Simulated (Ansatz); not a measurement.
Consider the ligand exchange at the Si–O bond: `N[Si](N)(O)O` + NH₃ → `N[Si](N)(N)O` + H₂O.

Calculated with Ansatz (gas phase, PBE0-D4/def2-TZVP geometries, no zero-point term in ΔE). CCSD(T)/CBS adds triple-zeta CCSD(T) − MP2 to the extrapolated MP2 energy (def2 sets, frozen cores). This one scheme is used for every species. Functionals use def2-TZVPP. One conformer a species, not always the lowest.

```tsv
level	ΔE (eV)
BLYP-D4	0.50
B2PLYP	0.53
PBE	0.49
PBE0	0.50
r2SCANh	0.53
RPA@PBE/def2-TZVPP	0.48
MP2/def2-SVP	0.51
CCSD(T)/def2-TZVPP	0.49
```

Problem. What does CCSD(T)/CBS give? (An estimate is asked.)

Solution. Computed: +0.47 eV. The listed levels differ from it by 0.03, 0.06, 0.02, 0.03, 0.06, 0.01, 0.04, 0.02 eV.

Largest T1 diagnostic among the species: 0.010.

The D4 term adds −0.03 eV with B3LYP and −0.02 eV with PBE0; it sums over pairs of atoms, weighted by their polarisabilities, and B3LYP, whose exchange is more repulsive, gets the larger term. In def2-TZVPP, CCSD(T) changes the Hartree–Fock value by −0.10 eV (the triples alone add −0.01 eV) and MP2 by −0.11 eV. Leaving LDA and LC-ωPBE aside and taking each functional with its dispersion term where it has one, the values, not all of them listed here, spread over 0.10 eV, from revPBE-D4 to B97M-V.

B3LYP here is the variant with VWN-RPA as its local correlation; programs differ in this.
